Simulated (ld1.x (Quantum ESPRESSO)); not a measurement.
**Before and after: TM semilocal potential for Ir (Z = 77)**

ld1.x (Quantum ESPRESSO) 7.5 input, shortened:

```
&input
   title='Ir', zed=77., rel=1, dft='PBE', iswitch=3,
   config='[Xe] 4f14 5d7 5f-2 6s0 6p0'
 /
 &inputp
   pseudotype=1, tm=.true., lloc=1,
   nlcc=.true., rcore=0.70
 /
4
5S  1  0   2.00   0.00  1.45  1.45  0.0
5D  3  2   7.00   0.00  2.05  2.05  0.0
5F  4  3  -2.00   0.25  1.90  1.90  0.0
5P  2  1   6.00   0.00  1.75  1.75  0.0
 &test
   configts(1)='5s2 5p6 5d7 6s0 6p0'
 /
```

Change: all radii but the core radius scaled by about 0.93 (s 1.34, p 1.62, d 1.90, f 1.76 bohr).

Cutoffs: the cutoffs (Ry, on a coarse ladder) from which the occupation-weighted sum of valence levels, in a spherical-Bessel basis at the reference potential, stays within 10 and 1 mRy of its value at 400 Ry; they do not see the model core or the augmentation charge, which bear on the density cutoff. Errors are all-electron minus pseudo energies relative to the spin-unpolarised reference configuration.

Problem. Predict the effect on cutoff, ghosts and configuration errors.

Solution. The potential gets harder (70 Ry and 100 Ry → 90 Ry and 160 Ry); of the 7 tests that both files solve, the error grows in 0 and shrinks in 6 by more than 15 % and 0.3 meV (median size 2191.8 → 1019.2 meV); neither file shows a bound ghost. A smaller radius makes the pseudo-wave follow the all-electron one further in, where it bends more sharply, so more plane waves are needed. Less of the atom is replaced, so other configurations are described better. A semilocal file is local in each channel, so a ghost entry of none says nothing of the separable form that plane-wave codes build from it.

| quantity | base | changed |
| --- | --- | --- |
| cutoff, loose | 70 Ry | 90 Ry |
| cutoff, tight | 100 Ry | 160 Ry |
| loose cutoff by channel (10 mRy a level) | s 70 Ry, d 35 Ry, p 25 Ry | s 80 Ry, d 35 Ry, p 35 Ry |
| bound ghosts | none | none |
| error for 5s2 5p6 5d7 6s2 6p0, meV [ΔE -27.35 eV] | +3078 | +1441 |
| error for 5s2 5p6 5d7 6s1 6p0, meV [ΔE -17.47 eV] | +1857 | +873 |
| error for 5s2 5p6 5d6 6s0 6p0, meV [ΔE 30.54 eV] | -5.7 | -6.0 |
| error for 5s2 5p6 5d7.5 6s1.5 6p0, meV [ΔE -27.63 eV] | +2192 | +1019 |
| error for 5s2 5p5 5d7 6s2 6p0, meV [ΔE 33.60 eV] | +4433 | +2065 |
| error for 5s2 5p6 5d8 6s1 6p0, meV [ΔE -27.68 eV] | +1389 | +642 |
| error for 5s2 5p6 5d7 6s1.5 6p0, meV [ΔE -23.31 eV] | +2538 | +1191 |
